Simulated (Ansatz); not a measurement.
Geometry optimisation, RHF/def2-SVP (Ansatz).

input.yaml

```yaml
crystal:
  periodic: [false, false, false]
  atoms:
    - { symbol: C, position_ang: [0.6795, 0.84, 0.1536] }
    - { symbol: O, position_ang: [0.9517, -0.4418, 0.4325] }
    - { symbol: Mg, position_ang: [-0.7048, -1.4803, -0.1011] }
    - { symbol: Cl, position_ang: [-2.5296, -2.7062, -0.709] }
    - { symbol: H, position_ang: [0.4098, 0.9745, -0.9583] }
    - { symbol: H, position_ang: [-0.2589, 1.2027, 0.7304] }
    - { symbol: H, position_ang: [1.5136, 1.5432, 0.4062] }
basis:
  gaussian: { orbitals: def2-SVP }
hamiltonian:
  xc: hf
relax:
  f_tol: 0.02
  max_steps: 40
```

Launched with:

```bash
$ ansatz run input.yaml --threads 1 --pin off --max-ram 2048MiB --backend cpu --events-out ev --progress --plain --runs-dir out
```

Q: Where does it end, and by what steps?

A: It converged. After 9 steps the energy has fallen by 1.076 eV; O2 moved furthest, 1.16 Å.

```tsv
step	energy less start (eV)	largest force component (eV/Å)	accepted
0	0.0000	2.775	yes
1	-0.5484	1.599	yes
2	-0.7705	1.479	yes
3	-0.8858	0.727	yes
4	-0.9794	0.261	yes
5	-1.0281	0.574	yes
6	-1.0705	0.116	yes
7	-1.0760	0.022	yes
8	-1.0764	0.028	yes
9	-1.0765	0.003	yes
```

```xyz
7
Properties=species:S:1:pos:R:3
C 0.661 1.023 0.129
O -0.065 -0.129 -0.021
Mg -0.995 -1.601 -0.214
Cl -2.167 -3.453 -0.458
H 0.814 1.533 -0.829
H 0.160 1.733 0.797
H 1.653 0.825 0.551
```

Whether the end is a true minimum wasn't checked by a vibrational analysis.

The run took 16 s on 1 thread of Arm Neoverse V1, on a shared host, peak memory 0.15 GiB.
